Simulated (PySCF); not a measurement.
C3H8BNO.

```xyz
14

C     -1.5450    -1.1851     0.6552
C     -0.6791    -0.4834    -0.3884
C     -0.8617     1.0473    -0.5554
O      0.5235     1.3716    -0.2393
B      0.7920     0.0244    -0.0297
N      2.0133    -0.5256     0.3812
H     -1.2073    -2.2220     0.8157
H     -1.4956    -0.6697     1.6287
H     -2.6057    -1.2268     0.3529
H     -0.7451    -1.0053    -1.3580
H     -1.1198     1.3982    -1.5683
H     -1.5425     1.5138     0.1771
H      2.8342     0.0419     0.5636
H      2.1556    -1.5186     0.5145
```

The structure is a stationary point at TPSSh-D3(BJ)/def2-SVP. The structure was generated by enumeration; whether it is a known compound was not checked. Other conformers were not sampled.

Method: PBE/pcSseg-1 in PySCF. Non-relativistic, no solvent.

Computed absolute GIAO shielding of each atom: isotropic value and principal components (ppm):
| atom | σ(iso) | σ11 | σ22 | σ33 | span |
|---|---|---|---|---|---|
| C1 | 163.7 | 150.2 | 160.8 | 180.0 | 29.8 |
| C2 | 156.7 | 143.8 | 156.7 | 169.7 | 25.9 |
| C3 | 99.6 | 77.9 | 81.4 | 139.5 | 61.5 |
| O4 | 157.0 | -31.4 | 229.0 | 273.4 | 304.8 |
| B5 | 62.1 | 32.6 | 64.1 | 89.7 | 57.1 |
| N6 | 193.4 | 132.8 | 201.8 | 245.7 | 112.9 |
| H7 | 30.0 | 25.9 | 28.0 | 36.2 | 10.3 |
| H8 | 30.1 | 26.6 | 28.6 | 35.2 | 8.6 |
| H9 | 30.0 | 25.9 | 27.7 | 36.4 | 10.4 |
| H10 | 29.4 | 25.4 | 29.1 | 33.8 | 8.4 |
| H11 | 26.5 | 23.5 | 25.8 | 30.3 | 6.8 |
| H12 | 27.1 | 24.1 | 26.8 | 30.4 | 6.3 |
| H13 | 28.5 | 23.6 | 24.7 | 37.2 | 13.6 |
| H14 | 28.7 | 23.8 | 26.3 | 36.2 | 12.4 |
